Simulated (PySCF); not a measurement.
Positional isomers: propene cyano+silyl. Isolated molecules, 0 K electronic values unless said otherwise. One relaxed conformer stands for each flexible species; it need not be the lowest. Strings in code marks are SMILES.

The vertical ionisation energy (Delta-SCF) from two functionals at the same geometries (B3LYP-D3(BJ)/def2-TZVP), both in PySCF: PBE-D3(BJ)/def2-TZVP and M06-2X/def2-TZVP. Delta-SCF ions had no search for a lower state. 

```csv
species,PBE-D3(BJ)/def2-TZVP (eV),M06-2X/def2-TZVP (eV)
`C/C(C#N)=C/[SiH3]`,9.72,10.16
`C/C=C(/[SiH3])C#N`,9.68,10.11
`C/C=C(\[SiH3])C#N`,9.64,10.05
`C(/C[SiH3])=C\C#N`,9.43,9.82
`N#C/C=C\C[SiH3]`,9.45,9.82
`N#CC/C=C/[SiH3]`,9.93,10.41
```

Over these rows, drawn at random from the members with no instability flagged (it was tested for open shells, ions and some series alone), PBE minus M06-2X: mean -0.42 eV, from -0.47 eV to -0.38 eV.
